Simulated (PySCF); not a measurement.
F4Te, charge -1, multiplicity 2. Atoms are numbered in the order given.

```xyz
5

Te     0.0000     0.0000    -0.3450
F     -2.0504     0.0000    -0.2343
F      0.0000     1.2730     1.2310
F      2.0504     0.0000    -0.2343
F      0.0000    -1.2730     1.2310
```
Charge -1, spin multiplicity 2.

Coordinates come from a B3LYP-D3(BJ)/def2-SVPD optimisation. The spin state was assumed, not searched. The isomer is the one that the SMILES or the coordinates give; other isomers of the formula were not compared. The def2 effective core potentials stand for the cores of Te; spin–orbit coupling is left out.

Method: PySCF with B3LYP-D3(BJ)/def2-SVPD.

Frequencies are harmonic and unscaled.

Estimate the vibrational spectrum. (Estimate from the structure and the level; the computed values follow.)


```csv
mode,ν (cm⁻¹),IR (km/mol),moving atoms (share of kinetic energy)
1,130,0.0,F 100 %
2,145,6.7,"F 91 %, Te 9 %"
3,145,4.9,"F 87 %, Te 13 %"
4,226,2.5,F 93 %
5,283,12.7,"F 89 %, Te 11 %"
6,372,90.6,"F 85 %, Te 15 %"
7,464,16.8,F 98 %
8,478,326.5,"F 75 %, Te 25 %"
9,526,106.3,"F 84 %, Te 16 %"
```
